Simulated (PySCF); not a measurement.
```xyz
5
charge 0 multiplicity 4, angstrom
Rh    0.0000    0.0000    0.0000
F     1.8223    0.0000    0.0000
F     0.0000    1.8223    0.0000
F    -1.8223    0.0000    0.0000
F     0.0000   -1.8223    0.0000
```

These are results of PySCF, UPBE0, basis Rh def2-SVP with ECP28, F def2-SVP (scalar-relativistic core potentials, no spin–orbit coupling, density fitting), not measurements.

This geometry of RhF4 is a stationary point at this level.

Q: What is the point group?

A: D4h.

Q: Is it a minimum?

A: Yes: all harmonic wavenumbers are real, though the softest, 30 cm⁻¹, leaves little margin.

Q: Give the ideal-gas entropy at 298.15 K and 1 bar by parts.

A: translation 173.5, rotation 94.4, vibration 61.3, spin 11.5; total 340.8 J/(mol K).

Q: What is the atomisation energy, with and without zero-point energy?

A: 1310 kJ/mol without, 1288 kJ/mol with.

Only a few start shapes were tried, so a lower isomer may exist. With open d or f shells other occupations or spin states may lie lower.
